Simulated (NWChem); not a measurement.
# C₂HClF₂; SMILES F/C=C(\F)Cl

```xyz
6

F     -0.3073    -2.2446     0.0000
C     -0.7112    -0.9831     0.0000
C      0.1647     0.0226     0.0000
F      1.4667    -0.1671     0.0000
Cl    -0.3156     1.6645     0.0000
H     -1.7905    -0.8273     0.0000
```
Atoms are numbered in this order, from 1.

All runs use the structure optimised with PBE0/def2-SVP.

Symmetry labels are those of Cs in the frame above (b1 and b2, or b-type labels, depend on it). States above −ε(HOMO) = 6.3 eV lie in this functional's continuum and hang on the basis.

Question: List the 4 lowest vertical singlet excitations from PBE/def2-SVPD, TDA (NWChem).

Answer: 
```tsv
state	energy (eV)	oscillator strength	symmetry	leading excitation (squared amplitude)
S1	5.63	0.002	a"	HOMO → LUMO+1 (0.98)
S2	6.18	0.001	a"	HOMO → LUMO+2 (0.98)
S3	6.99	0.292	a'	HOMO → LUMO (0.68)
S4	7.15	0.004	a"	HOMO → LUMO+3 (0.98)
```
